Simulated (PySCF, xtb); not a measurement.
C2H5FOSi2, SMILES O=C1C[SiH2][Si@@H]1F.

Harmonic wavenumbers (cm⁻¹) from GFN2-xTB in xtb 6.7.1 at its own minimum, in rising order: 53, 122, 130, 325, 366, 372, 405, 462, 481, 504, 582, 621, 659, 698, 731, 782, 795, 964, 1008, 1160, 1423, 1765, 2222, 2230, 2312, 2966, 3001.

Question: What does B3LYP-D3(BJ)/def2-SVP in PySCF 2.14.0 give at its own minimum? (An estimate is asked for; the answer gives what the named calculation found.)

Answer: 64, 131, 162, 309, 360, 391, 458, 510, 549, 596, 642, 689, 713, 773, 817, 883, 930, 975, 1048, 1103, 1368, 1817, 2225, 2233, 2247, 3015, 3119. Paired by order, the mean absolute difference is 51 cm⁻¹ and the zero-point energies are 38.8 and 40.2 kcal/mol.
